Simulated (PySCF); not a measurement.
# Electric field gradients and quadrupole coupling constants

C5H10O3.
Geometry (GFN2-xTB, Å), atoms numbered from 1 in this order:
```xyz
18
C5H10O3 angstrom
C     -3.2773    0.4125   -0.1708
C     -2.0416   -0.2806    0.3878
C     -0.7750    0.2659   -0.2536
O      0.3488   -0.4201    0.3059
C      1.5359   -0.0477   -0.1617
O      1.7281    0.7951   -0.9923
O      2.4857   -0.7640    0.4443
C      3.8171   -0.4694    0.0411
H     -3.3468    0.2614   -1.2454
H     -3.2356    1.4818    0.0222
H     -4.1751    0.0126    0.2924
H     -1.9814   -0.1317    1.4666
H     -2.0947   -1.3538    0.2008
H     -0.6680    1.3401   -0.0649
H     -0.7832    0.1126   -1.3387
H      3.9414   -0.6520   -1.0281
H      4.0571    0.5751    0.2498
H      4.4557   -1.1316    0.6195
```

Field gradients from the PBE0/pcSseg-1 density (PySCF, non-relativistic), principal values in atomic units, ordered |Vxx| ≤ |Vyy| ≤ |Vzz|:

| atom | Vxx | Vyy | Vzz |
| --- | --- | --- | --- |
| O4 | -0.4231 | -1.3492 | 1.7722 |
| O6 | 0.6106 | 0.8122 | -1.4228 |
| O7 | -0.4400 | -1.3840 | 1.8240 |

Question: Find the asymmetry η = (Vxx − Vyy)/Vzz and the couplings χ = eQV/h (234.96 MHz × Q in barn × V in au), with Q(17O) = −0.0256 b.

Answer: 
```json
{"atom": "O4", "environment": "oxygen singly bound to a carbonyl carbon", "nucleus": "17O", "η": "0.52", "χzz (MHz)": "-10.66", "χxx (MHz)": "2.54", "χyy (MHz)": "8.12"}
{"atom": "O6", "environment": "carbonate carbonyl oxygen", "nucleus": "17O", "η": "0.14", "χzz (MHz)": "8.56", "χxx (MHz)": "-3.67", "χyy (MHz)": "-4.89"}
{"atom": "O7", "environment": "oxygen singly bound to a carbonyl carbon", "nucleus": "17O", "η": "0.52", "χzz (MHz)": "-10.97", "χxx (MHz)": "2.65", "χyy (MHz)": "8.32"}
```

Question: What is Vzz at O4 in SI units (1 au = 9.71736 × 10²¹ V/m²)?

Answer: 1.7722 au = 17.221 × 10²¹ V/m².

Question: And the gradient at the other heavy atoms, for which no coupling is worked out here?

Answer: 
```tsv
atom	environment	Vzz (au)	η
C1	methyl carbon	0.063	0.02
C2	chain CH2 carbon	-0.073	0.86
C3	sp3 carbon bound to oxygen	0.491	0.07
C5	carbonate carbon	0.264	0.95
C8	methoxy carbon	0.490	0.02
```

Were the hydrogens deuterons (Q(2H) = 0.00286 b), χzz would run from 192 kHz (H15 and H14) to 213 kHz (H11).

Isolated species at its GFN2-xTB geometry (one conformer only). GFN2-xTB bond lengths can be off by several hundredths of an ångström, more for odd bonds, and the gradients follow them. A larger basis could move these couplings by a tenth or more.

The run behind these numbers computed NMR shieldings as well. On one thread, Arm Neoverse V1 (aarch64), shared host with 32 logical CPUs at a one-minute load of 9.7, this took 24 s of wall time and 0.83 GiB of memory at its peak.
